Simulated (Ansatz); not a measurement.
Species: H3Ga, SMILES `[GaH3]` (charge 0, multiplicity 1), formula H3Ga.

### Question
How many basis functions does frozen-core CCSD(T)/cc-pVQZ // B3LYP-D3(BJ)/def2-TZVP in Ansatz (a program for electronic structure) use, how many core orbitals are frozen, and how many electrons are correlated?

### Answer
158 basis functions and 9 frozen orbitals, which leaves 16 correlated electrons (filled d shells below the valence shell are correlated). Core time is of the order of seconds.
